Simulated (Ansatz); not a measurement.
CH$_{8}$B$_{3}$NS, relaxed with RKS PBE-D4/def2-SVP in Ansatz from a rough embedded geometry. The force threshold is 0.03 eV/Å; the program also tests the step.

Charge 0, multiplicity 1. The bonds changed during the relaxation, so this is another structure than the one it started from.

Start:

```xyz
14

B     1.466    0.976   -0.973
C     0.133    0.896   -0.165
N     0.179    1.906    0.856
B    -0.032   -0.581    0.552
B    -0.884   -1.749   -0.301
S    -0.879   -3.520    0.387
H     2.521    0.768   -0.482
H     1.408    1.122   -2.154
H    -0.691    1.079   -0.818
H    -0.701    1.889    1.421
H     0.254    2.853    0.438
H     0.677   -0.868    1.426
H    -1.462   -1.527   -1.340
H    -1.992   -3.245    1.154
```

| step | energy (eV) | largest force (eV/Å) | largest move (Å) |
| --- | --- | --- | --- |
| 1 | -15500.2324 | 2.370 | 0.000 |
| 2 | -15500.7186 | 1.022 | 0.195 |
| 3 | -15501.1032 | 1.524 | 0.195 |
| 4 | -15501.5014 | 1.433 | 0.200 |
| 5 | -15501.8762 | 0.998 | 0.200 |
| 6 | -15502.0644 | 1.331 | 0.195 |
| 7 | -15502.1721 | 0.915 | 0.200 |
| 8 | -15502.2422 | 0.421 | 0.195 |
| 9 | -15502.2790 | 0.259 | 0.200 |
| 10 | -15502.2864 | 0.510 | 0.197 |
| 11 | -15502.2947 | 0.521 | 0.093 |
| 14 | -15502.3725 | 0.504 | 0.195 |
| 17 | -15502.4991 | 0.525 | 0.192 |
| 20 | -15502.5332 | 0.168 | 0.061 |
| 23 | -15502.5564 | 0.129 | 0.065 |
| 26 | -15502.6642 | 1.439 | 0.194 |
| 29 | -15503.2306 | 1.296 | 0.195 |
| 32 | -15503.3724 | 0.409 | 0.137 |
| 35 | -15503.3992 | 0.100 | 0.022 |
| 38 | -15503.4114 | 0.230 | 0.169 |
| 41 | -15503.4351 | 0.265 | 0.069 |
| 44 | -15503.4608 | 0.211 | 0.107 |
| 47 (rejected) | -15503.4636 | 0.130 | 0.096 |
| 50 | -15503.4681 | 0.077 | 0.093 |
| 51 | -15503.4687 | 0.027 | 0.028 |

End:

```xyz
14

B     1.066    0.989   -1.051
C     0.144    0.881    0.182
N    -0.605    1.605    0.964
B     0.560   -0.595    0.009
B    -0.789   -1.523   -0.448
S    -1.681   -2.537    0.733
H     2.155    1.508   -0.861
H     1.338   -0.375   -1.100
H     0.522    1.154   -2.133
H    -1.129    1.195    1.748
H    -0.721    2.615    0.824
H     1.334   -1.029    0.854
H    -1.333   -1.500   -1.539
H    -0.861   -2.386    1.817
```

It took 49 s on 4 threads of a server CPU on a shared host, with 0.21 GiB of host memory at the peak.
